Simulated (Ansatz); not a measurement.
System: SnBr (charge 0, doublet). 
Structure (B3LYP-D3(BJ)/def2-TZVP (Ansatz, a quantum-chemistry and plane-wave program) minimum search):
SMILES: [Br][Sn]
```xyz
2

Sn     0.0000     0.0000    -1.0486
Br     0.0000     0.0000     1.4979
```
Charge 0, spin multiplicity 2.

Property: vertical electron affinity (to the triplet state of charge -1; a negative value means that the extra electron is unbound and the number depends on the basis; each state is the SCF solution reached for its spin), in eV. Valence correlation only, unless marked. UHF or UKS for open shells. No spin-orbit coupling. Frozen are the shells of the preceding noble gas and the d and f shells that filled before the atom's block. In def2 rows, elements after Kr have scalar-relativistic effective core potentials. Anions need diffuse functions: def2-D sets add few. Basis-set limits of correlation are two-point, X^-3; Hartree-Fock from the larger set.

```
level                                 program  vertical electron affinity (eV)
------------------------------------  -------  -------------------------------
SVWN5/def2-TZVPD                       Ansatz                             1.51
PBE/def2-TZVPD                         Ansatz                             1.37
B3LYP/def2-TZVPD                       Ansatz                             1.40
PBE0/def2-TZVPD                        Ansatz                             1.47
BHLYP/def2-TZVPD                       Ansatz                             1.36
CAM-B3LYP/def2-TZVPD                   Ansatz                             1.45
wB97M-V/def2-TZVPD                     Ansatz                             1.41
wB97X-V/def2-TZVPD                     Ansatz                             1.36
wB97X/def2-TZVPD                       Ansatz                             1.31
CCSD/def2-QZVPPD                       Ansatz                             1.45
CCSD/CBS(def2-TZVPPD,def2-QZVPPD)      Ansatz                             1.48
CCSD(T)/def2-SVPD                      Ansatz                             1.26
CCSD(T)/def2-QZVPPD                    Ansatz                             1.47
CCSD(T)/CBS(def2-TZVPPD,def2-QZVPPD)   Ansatz                             1.51
```
